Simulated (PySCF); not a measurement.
C₂H₁₂OSi₃, SMILES O[Si@@H]([SiH3])CC[SiH3].

The structure is a stationary point at PBE0-D3(BJ)/def2-SVP. The structure was generated by enumeration; whether it is a known compound was not checked. Other conformers were not sampled.

Method: TDA-PBE0/def2-SVPD in PySCF.

Vertical excitations. 

```
state  energy (eV)  λ (nm)      f                          main pairs
-----  -----------  ------  -----  ----------------------------------
S1            6.41     193  0.009                      HOMO→LUMO 93 %
S2            6.93     179  0.018                    HOMO−1→LUMO 88 %
S3            7.01     177  0.023                    HOMO→LUMO+1 90 %
S4            7.21     172  0.038                    HOMO→LUMO+2 71 %
S5            7.35     169  0.044                    HOMO→LUMO+3 81 %
S6            7.55     164  0.086                  HOMO−1→LUMO+1 75 %
T1            5.81     214      0                      HOMO→LUMO 77 %
T2            6.18     200      0  HOMO→LUMO+1 47 %, HOMO→LUMO+2 32 %
```
Triplets are in the Tamm–Dancoff approximation.
